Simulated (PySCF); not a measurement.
Compound: C5H8Si.
Numbering: `[CH2:1]=[CH:2][Si@H:3]1[CH:4]=[CH:5][CH2:6]1` (hydrogens: H7, H8 on C1; H9 on C2; H10 on Si3; H11 on C4; H12 on C5; H13, H14 on C6)

Computed by this run: PBE0-D3(BJ)/def2-SVP geometry optimisation, gas phase in PySCF 2.14.0; density fitting, grid level 1; the optimiser is geomeTRIC in internal coordinates, started from a GFN2-xTB structure with every atom displaced at random (about 0.01 Å).

Step 0: E = -13175.2381 eV
```
atom  x, y, z in Å  |  force x, y, z in eV/Å
C1     -2.7702    0.3352   -0.0685   -1.975   1.425   0.208
C2     -1.5089    0.6628   -0.0645    2.263   0.203  -0.017
Si3    -0.1350   -0.5751   -0.3260    2.016   1.271   0.055
C4      1.3545   -0.0365   -1.4320   -2.802  -0.589  -1.139
C5      2.1955    0.0285   -0.4365    0.786   0.006   2.032
C6      1.4327   -0.3390    0.8110   -0.318  -0.218  -0.003
H7     -3.5573    1.0947    0.0729    0.084  -0.183   0.041
H8     -3.1137   -0.6455   -0.2318   -0.514  -1.658  -0.263
H9     -1.2212    1.7066    0.1150    0.015   0.004  -0.054
H10    -0.6267   -1.9424   -0.4465   -0.401  -0.592  -0.117
H11     1.4957    0.1591   -2.4630    0.439   0.293  -1.308
H12     3.2497    0.3079   -0.4444    0.314   0.076  -0.103
H13     1.3817    0.4598    1.5498   -0.035   0.333   0.375
H14     1.8160   -1.2309    1.3069    0.128  -0.372   0.294
```

Problem. Estimate the geometry and energy of step 1. (The exact step hangs on the optimiser's Hessian estimate; all steps are aligned on step 0, rigid shifts and turns removed.)

Solution. E = -13175.5354 eV, largest force 0.446 eV/Å
```
atom  x, y, z in Å  |  force x, y, z in eV/Å
C1     -2.7887    0.3390   -0.0861    0.121  -0.341  -0.088
C2     -1.4901    0.6695   -0.0577   -0.129   0.053   0.087
Si3    -0.0812   -0.5273   -0.2836    0.285  -0.055  -0.339
C4      1.3066   -0.0387   -1.4619   -0.061   0.011   0.307
C5      2.1816    0.0160   -0.4279   -0.168  -0.004  -0.351
C6      1.4559   -0.3463    0.8480   -0.119   0.003   0.147
H7     -3.5821    1.0753    0.0606   -0.081   0.103  -0.003
H8     -3.1244   -0.6966   -0.2679    0.110   0.211   0.076
H9     -1.2337    1.7225    0.1141    0.003   0.056   0.017
H10    -0.6724   -1.8973   -0.4433    0.026   0.027   0.047
H11     1.5099    0.1794   -2.5165    0.009  -0.043   0.126
H12     3.2486    0.2805   -0.4831    0.012  -0.007   0.011
H13     1.4286    0.4626    1.5986    0.005  -0.012  -0.015
H14     1.8343   -1.2536    1.3490   -0.013  -0.001  -0.021
```

The energy changes by -0.2973 eV. The first-order estimate −F·Δx gives -0.6399 eV and the mean of the old and new forces, exact on a quadratic surface, -0.3038 eV. The step makes an angle of 57° with the force vector and moves no atom by more than 0.083 Å.

What follows is the cost of the whole optimisation. Hardware: one thread, Arm Neoverse V1 (aarch64), shared host with 32 logical CPUs at a one-minute load of 29. Cost: 40 s, 0.49 GiB resident at most.
